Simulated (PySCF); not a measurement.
# GeH: from constants to spectrum

UHF-CCSD(T) constants of GeH, ²Π (doublet), unpaired electrons π ↑ (PySCF, no relativity, basis sets Ge def2-TZVPP, H def2-TZVPP; masses 73.9212 and 1.0078 u):

| Item | Value |
| --- | --- |
| ωe | 1907.8 cm⁻¹ |
| ωexe | 30.8 cm⁻¹ |
| Be | 6.692 cm⁻¹ |
| αe | 0.185 cm⁻¹ |
| De to Ge + H | 2.91 eV |

**Question.** What force constant and bond length do these constants imply?

**Answer.** Reduced mass μred = 0.99427 u; k = 5.8918×10⁻⁷·μred·ωe² (u, cm⁻¹, mdyn/Å) = 2.13 mdyn/Å; Re = √(16.8576/(μred·Be)) (u, cm⁻¹, Å) = 1.592 Å.

**Question.** Estimate the centrifugal constant D from the Kratzer relation and find the Dunham coefficient a1.

**Answer.** D = 4Be³/ωe² = 0.000329 cm⁻¹; a1 = −1 − αeωe/(6Be²) = -2.31.

Correlated steps freeze 9 core orbitals. Spin–orbit coupling is left out. The state was picked by a PBE0 search and need not be the measured ground state.
